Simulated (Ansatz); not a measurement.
A calculation with Ansatz (development build ahead of 0.2.0).

```yaml
crystal:
  periodic: [false, false, false]
  atoms:
    - { symbol: Ti, position_ang: [0.0, 0.0, -0.41991] }
    - { symbol: O, position_ang: [0.0, 1.43167, 0.57738] }
    - { symbol: O, position_ang: [0.0, -1.43167, 0.57738] }
basis:
  gaussian: { orbitals: def2-TZVP }
hamiltonian:
  xc: hf
```

The input is written out in the form of the current development build from the run's settings.

The run gave:

| Quantity | Value |
| --- | --- |
| Converged | yes |
| Total energy | -998.13279 hartree |
| Spin squared of the determinant | 0.000 |

Caution: in another basis set an unrestricted determinant lies well below; other spin multiplicities were not run.
